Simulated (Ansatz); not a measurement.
## Match the barriers

Saddle point of GeAsH₇, singlet (AsH₃ + GeH₄ → GeAsH₅ ([GeH3][AsH2]) + H₂; bonds formed: Ge1–As7, H2–H6; bonds broken: Ge1–H2, H6–As7), PBE0-D4/def2-TZVP structure:

Ge1  (-0.843, 0.945, -0.291)
H2  (-0.883, -0.906, -0.075)
H3  (-1.812, 0.804, -1.487)
H4  (-1.606, 1.375, 0.970)
H5  (0.174, 2.024, -0.695)
H6  (-0.333, -1.559, 0.418)
As7  (1.198, -0.714, 0.779)
H8  (2.712, -0.957, 1.078)
H9  (1.394, -1.011, -0.697)
(Å)

Ansatz 0.2.0; basis: def2-TZVPP, with def2-QZVPP for the basis limit; cores frozen in the correlated methods. Filled d shells of the heavier atoms are correlated. The def2 sets are not built for correlating such inner shells, so the correlated values are less sure here. B3LYP uses VWN-RPA correlation. Extrapolation: Hartree–Fock as exp(−7.88 √X), correlation as X^−2.97. Four methods, as single points on the PBE0-D4 structures, gave these electronic barriers from the start structure: 211.1, 233.9, 251.9, 343.3 kJ/mol.

(1) The methods were, in alphabetical order, B3LYP-D4, BLYP-D4, HF, MP2. Which gave which? (Judge from chemistry; the calculation decides.)

The T1 diagnostic stays at or below 0.012. The end structure is not quite a true minimum (one mode of 29i cm⁻¹).

Answers

(1) Computed: BLYP-D4 211.1; B3LYP-D4 233.9; MP2 251.9; HF 343.3 kJ/mol. For comparison, CCSD(T) at an estimated basis limit (MP2 extrapolated from triple and quadruple zeta, plus CCSD(T) − MP2 in triple zeta) gives 249.2 kJ/mol.

Labels in which every atom is bracketed show which atoms are joined, not bond orders.

For scale, one of the runs: CCSD(T)/def2-TZVPP, 194 basis functions, launched by `ansatz run in.yaml --threads 4 --pin off --events-out ev --progress --plain --max-ram 9574MiB`. The run took 52 s on 4 CPU threads of an Arm Neoverse V2 (shared host), with 2.2 GiB of host memory at its peak.
